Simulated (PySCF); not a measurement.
Curvature of the energy in the electron number along the 5d series, charge +2

Calculated with PySCF 2.14, in def2-TZVPPD with the def2 core potential (60 electrons), ECP: one orbital is emptied in steps, and each cell gives the departure of E from the straight line at half an electron, in eV (from a cubic fit). The exact functional gives zero.

```json
{"species": "Ta²⁺", "orbital": "5d alpha", "LDA": "-1.32", "PBE": "-1.29", "r2SCAN": "-1.19", "PBE0": "-0.93", "BHandHLYP": "-0.59", "LC-wPBE": "-0.22", "wB97X": "-0.29", "UHF": "0.16"}
{"species": "W²⁺", "orbital": "5d alpha", "LDA": "-1.37", "PBE": "-1.35", "r2SCAN": "-1.26", "PBE0": "-0.97", "BHandHLYP": "-0.59", "LC-wPBE": "-0.24", "wB97X": "-0.31", "UHF": "0.19"}
{"species": "Os²⁺", "orbital": "5d beta", "LDA": "-1.40", "PBE": "-1.35", "r2SCAN": "-1.18", "PBE0": "-0.94", "BHandHLYP": "-0.60", "LC-wPBE": "-0.21", "wB97X": "-0.35", "UHF": "0.27"}
{"species": "Ir²⁺", "orbital": "5d beta", "LDA": "-1.48", "PBE": "-1.44", "r2SCAN": "-1.34", "PBE0": "-1.01", "BHandHLYP": "-0.61", "LC-wPBE": "-0.28", "wB97X": "-0.40", "UHF": "0.30"}
{"species": "Pt²⁺", "orbital": "5d beta", "LDA": "-1.54", "PBE": "-1.50", "r2SCAN": "-1.38", "PBE0": "-1.05", "BHandHLYP": "-0.62", "LC-wPBE": "-0.31", "wB97X": "-0.42", "UHF": "0.33"}
{"species": "Au²⁺", "orbital": "5d beta", "LDA": "-1.60", "PBE": "-1.56", "r2SCAN": "-1.44", "PBE0": "-1.08", "BHandHLYP": "-0.62", "LC-wPBE": "-0.35", "wB97X": "-0.45", "UHF": "0.37"}
{"species": "Hg²⁺", "orbital": "5d beta", "LDA": "-1.68", "PBE": "-1.63", "r2SCAN": "-1.53", "PBE0": "-1.13", "BHandHLYP": "-0.64", "LC-wPBE": "-0.41", "wB97X": "-0.51", "UHF": "0.39"}
```

Task: Estimate the missing row, Re²⁺.

Result: The calculation gives LDA -1.46; PBE -1.43; r2SCAN -1.34; PBE0 -1.02; BHandHLYP -0.62; LC-wPBE -0.29; wB97X -0.37; UHF 0.22.

Task: How does the mean departure depend on the functional?

Result: LDA -1.48 eV; PBE -1.44 eV; r2SCAN -1.33 eV; PBE0 -1.02 eV; BHandHLYP -0.61 eV; LC-wPBE -0.29 eV; wB97X -0.39 eV; UHF 0.28 eV. Semilocal functionals are convex (delocalisation error), Hartree-Fock is concave or straight, and exact exchange removes curvature roughly in proportion to its share, so among the functionals the range-separated hybrids usually come closest to zero.

No spin-orbit coupling is included.
